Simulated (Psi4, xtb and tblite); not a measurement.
Conformational energy of SMILES c1ccc(C(C)C)c(c1)O. Scanned: dihedral C1–C2–C4–C5; all other coordinates were relaxed at GFN2-xTB. Heavy atoms are numbered in the order of the SMILES CC(C)c1ccccc1O, hydrogens after them in the order of the atoms that carry them; the mirror image has the same energies with the sign of each dihedral reversed.

- PBE/def2-SVP // GFN2-xTB (Psi4)
- PBE-D3(BJ)/def2-SVP // GFN2-xTB (Psi4)
- GFN2-xTB (xtb and tblite)

Energies in kJ/mol, each method relative to its own lowest point.

| φ / ° | PBE/def2-SVP | PBE-D3(BJ)/def2-SVP | GFN2-xTB |
|---|---|---|---|
| -165 | 26.4 | 26.4 | 22.4 |
| -150 | 21.7 | 21.8 | 20.2 |
| -135 | 11.1 | 11.2 | 12.7 |
| -120 | 3.1 | 3.1 | 5.5 |
| -105 | 0.0 | 0.0 | 1.9 |
| -90 | 1.1 | 1.2 | 0.9 |
| -75 | 2.3 | 2.6 | 0.4 |
| -60 | 2.6 | 2.9 | 0.0 |
| -45 | 2.3 | 2.5 | 0.5 |
| -30 | 0.8 | 0.9 | 1.0 |
| -15 | 0.7 | 0.6 | 2.4 |
| 0 | 5.3 | 5.2 | 6.7 |
| 15 | 14.3 | 14.3 | 14.1 |
| 30 | 24.1 | 24.1 | 21.1 |
| 45 | 25.5 | 25.6 | 21.9 |
| 60 | 20.1 | 20.1 | 16.7 |
| 75 | 14.5 | 14.5 | 11.5 |
| 90 | 8.6 | 8.6 | 7.0 |
| 105 | 3.5 | 3.3 | 2.8 |
| 120 | 2.2 | 2.0 | 1.4 |
| 135 | 5.5 | 5.3 | 3.8 |
| 150 | 11.4 | 11.3 | 8.3 |
| 165 | 17.2 | 17.0 | 12.8 |
| 180 | 22.8 | 22.7 | 18.1 |
